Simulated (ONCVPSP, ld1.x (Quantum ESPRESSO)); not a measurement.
# Pseudopotentials across the periodic table

Generated with ld1.x 7.5 (TM, RRKJ, ultrasoft, PAW), atompaw 4.2 or ONCVPSP 4.0.1. The cutoff is in Ry: for ld1.x and atompaw files where the sum of valence levels is converged to 10 mRy in a Bessel basis, for ONCV files where the hardest occupied wave has 1 mHa per electron of residual kinetic energy. The error is the largest all-electron minus pseudo excitation energy over each file’s own four to seven test configurations (ionisations up to +4, promotions, holes and added fractions of an electron), all of which were solved. The labels leave out finer settings (local radius, basis sizes, second energies), which also bear on the numbers. Spin-polarised tests are not counted. The rows are a selection from randomly drawn settings: files with unsolved tests, undetermined cutoffs or missed reference levels are left out.

```tsv
element	potential	cutoff (Ry)	largest error (meV)	bound ghosts
H	ONCV, PBE, scalar-relativistic, rc 0.85/0.70 (sp), local smoothed, core correction no, reference 1s0.75, qcut 9.7/14.2, projectors 1/2	46	+0.1	none
Li	ONCV, PBE, scalar-relativistic, rc 1.30/4.00 (sp), local smoothed, core correction no, reference 1s2 2s0.75 2p0.25, qcut 8.3/2.2, projectors 2/1	56	-9.6	none
Mg	ONCV, PBE, scalar-relativistic, rc 2.10/2.80/3.00 (spd), local smoothed, core correction yes, reference 3s1 3p1, qcut 2.4/3.3/3, projectors 2/2/1	9	+22	none
Al	TM, PBEsol, non-relativistic, rc 1.70/2.25/2.35 (spd), local smoothed, core correction yes, reference 3s1 3p0	10	+37	none
Zn	ONCV, LDA (Perdew-Zunger), scalar-relativistic, rc 1.40/0.75/1.30 (spd), local smoothed, core correction yes, reference 3s2 3p6 3d10 4s2, qcut 11.1/12.9/12.2, projectors 2/2/1	123	-196	none
Ce	ONCV, PBE, fully relativistic, rc 2.15/2.70/3.30/1.80 (spdf), local smoothed, core correction no, reference 4f0.5 5s2 5p6 5d1.5 6s2, qcut 5.6/6.1/5.7/11.4, projectors 3/2/2/2	94	+131	none
```

(1) Fill in the row for Cd: ONCV, PBEsol, scalar-relativistic, rc 1.30/1.20/1.85 (spd), local smoothed, core correction yes, reference 4s2 4p6 4d9, qcut 12.1/13.5/9.5, projectors 2/2/2.

Answers

(1) cutoff 112 Ry, largest error +15 meV, bound ghosts: none.
